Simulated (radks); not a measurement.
Question: The mean radii <r> (bohr) of the occupied orbitals of an atom or ion are listed with their occupations. All-electron calculation, non-relativistic Kohn-Sham, TPSS, spin-polarised, spherical densities, point nucleus; meta-GGA in the generalised Kohn-Sham scheme. Program: a radial shooting solver on a logarithmic mesh with Libxc functionals.

| orbital | occ. | <r> |
|---|---|---|
| 1s down | 1 | 0.01823 |
| 1s up | 1 | 0.01823 |
| 2s up | 1 | 0.07663 |
| 2s down | 1 | 0.07662 |
| 2p up | 3 | 0.06473 |
| 2p down | 3 | 0.06472 |
| 3s up | 1 | 0.1906 |
| 3s down | 1 | 0.1906 |
| 3p up | 3 | 0.1813 |
| 3p down | 3 | 0.1812 |
| 3d up | 5 | 0.1579 |
| 3d down | 5 | 0.1579 |
| 4s up | 1 | 0.3840 |
| 4s down | 1 | 0.3843 |
| 4p up | 3 | 0.3810 |
| 4p down | 3 | 0.3813 |
| 4d up | 5 | 0.3704 |
| 4d down | 3 | 0.3707 |

Name the element and its charge. Open shells, if any, are filled with parallel spins first.

Answer: Z = 83, bismuth, charge +39: Bi39+ in [Kr] 4d8. The 1s radius gives Z: for a bare nucleus <r> = 1.5/Z, 0.01807 bohr for Z = 83, and screening makes it slightly larger (0.01823 here). The occupations add up to 44, and the charge is Z minus that.
